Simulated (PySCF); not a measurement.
A structure optimised at PBE-D3(BJ)/def2-SVP, used in a PySCF frequency run:

```
O
C 1 1.4061
H 2 1.1125 1 110.20
H 2 1.1125 3 107.40 1 120.07
H 2 1.1137 3 107.80 4 115.91
Al 1 1.6906 2 137.31 3 -120.82
F 6 1.6699 1 121.88 2 0.00
Cl 6 2.0879 7 119.26 1 180.00
```
Charge 0, spin multiplicity 1.

Task: Write its SMILES, formula and point group.

Result: C[O][Al]([F])[Cl], CH3AlClFO, Cs

Task: What are its rotational constants (standard atomic weights)?

Result: 4.9252, 1.7998, 1.3294 GHz
